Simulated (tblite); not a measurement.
Input of a run (GFN2-xTB geometry optimisation, gas phase (tblite 0.8.0)), started from a force field or distance geometry:
```
{"job": {"kind": "relax", "xc": "GFN2-xTB", "basis": "xTB"}, "charge": 0, "multiplicity": 1}
O     -0.688600     0.955500     1.956600
C     -1.032900     0.174300     1.058100
C     -2.221700    -0.078900     0.218200
S     -1.029800    -0.222100    -1.159600
O     -0.531000     1.204200    -1.409400
C     -0.403800    -0.981700     0.350400
S      1.364700    -1.179900     0.470600
Si     2.541300     0.305500    -0.491100
H     -2.747600    -1.037300     0.451300
H     -2.905100     0.787300     0.076200
H     -0.948700    -1.914200     0.582600
H      3.140700    -0.192600    -1.764300
H      1.799000     1.543000    -0.753700
H      3.662800     0.636400     0.391900
```

Output (eV, eV/Å):
```
step      E/eV     max force
  0    -701.16436    3.914
  1    -701.62051    6.260
  2    -701.89831    2.414
  3    -702.06728    1.481
  4    -702.17442    0.719
  5    -702.22911    0.624
  6    -702.27450    0.715
  7    -702.31168    0.429
  8    -702.33490    0.443
  9    -702.35501    0.367
 10    -702.37035    0.385
 11    -702.38110    0.273
 12    -702.38966    0.221
 13    -702.39787    0.278
 14    -702.40657    0.339
 15    -702.41554    0.295
 16    -702.42382    0.296
 17    -702.43087    0.282
 18    -702.43764    0.234
 19    -702.44491    0.252
 20    -702.45220    0.202
 21    -702.45913    0.290
 22    -702.46536    0.256
 23    -702.47087    0.222
 24    -702.47659    0.219
 25    -702.48321    0.233
 26    -702.49029    0.300
 27    -702.49751    0.282
 28    -702.50531    0.329
 29    -702.51431    0.328
 30    -702.52498    0.276
 31    -702.53753    0.371
 32    -702.55152    0.341
 33    -702.56675    0.370
 34    -702.58346    0.363
 35    -702.60072    0.340
 36    -702.61643    0.363
 37    -702.59986    0.975
 38    -702.63816    0.361
 39    -702.64624    0.244
 40    -702.65616    0.215
 41    -702.66915    0.317
 42    -702.67507    0.284
 43    -702.68443    0.260
 44    -702.68938    0.218
 45    -702.69298    0.139
 46    -702.69499    0.134
 47    -702.69678    0.170
 48    -702.69902    0.190
 49    -702.70146    0.158
 50    -702.70331    0.139
 51    -702.70448    0.106
 52    -702.70529    0.085
 53    -702.70603    0.060
 54    -702.70671    0.075
 55    -702.70725    0.064
 56    -702.70772    0.066
 57    -702.70819    0.071
 58    -702.70863    0.059
 59    -702.70900    0.051
 60    -702.70934    0.044
 61    -702.70967    0.046
 62    -702.70997    0.052
 63    -702.71020    0.038
 64    -702.71037    0.047
 65    -702.71052    0.041
 66    -702.71067    0.027
 67    -702.71081    0.028
 68    -702.71097    0.038
 69    -702.71112    0.039
 70    -702.71125    0.028
 71    -702.71138    0.029
 72    -702.71155    0.041
 73    -702.71178    0.060
 74    -702.71205    0.056
 75    -702.71226    0.040
 76    -702.71238    0.027
 77    -702.71247    0.028
 78    -702.71262    0.048
 79    -702.71289    0.061
 80    -702.71327    0.059
 81    -702.71360    0.051
 82    -702.71378    0.034
 83    -702.71388    0.031
 84    -702.71400    0.035
 85    -702.71419    0.041
 86    -702.71443    0.051
 87    -702.71464    0.055
 88    -702.71477    0.023
 89    -702.71482    0.036
 90    -702.71485    0.010
 91    -702.71487    0.010
```

**Question.** Summarise the run.

**Answer.** The energy falls by 1.551 eV over 91 L-BFGS steps, the largest force on an atom goes from 3.91 to 0.010 eV/Å, and the atoms move by 0.687 Å rms after alignment. The bond that changes most is S4–C6 (sulfinyl sulfur to sp3 carbon bound to sulfur), which lengthens by 0.090 Å. Bonds longer at the end by more than 0.005 Å: 5 of 14; shorter: 7. Among the angles that change most is C6–S7–Si8, from 116.2° to 103.0°. Among the dihedrals that turn most is O5–S4–C6–H11, from 168° to -154°. The energy rose by more than 1e-5 eV at step 37. The first step brought 29 % of the lowering.

**Question.** What are the final bond lengths?

**Answer.** O1=C2 1.192 Å, C2–C3 1.513 Å, C3–S4 1.859 Å, S4=O5 1.465 Å, S4–C6 1.893 Å, C6–S7 1.779 Å, S7–Si8 2.190 Å, C2–C6 1.513 Å, C3–H9 1.087 Å, C3–H10 1.087 Å, C6–H11 1.088 Å, Si8–H12 1.449 Å, Si8–H13 1.451 Å, Si8–H14 1.464 Å. Numbering counts from 1 in the input's order; the species is `O=C1C[S@@](=O)[C@H]1S[SiH3]`.

Its GFN2-xTB frequencies are all real (lowest 44 cm⁻¹). The numbers are those of one conformer.

All values are computed, not measured.
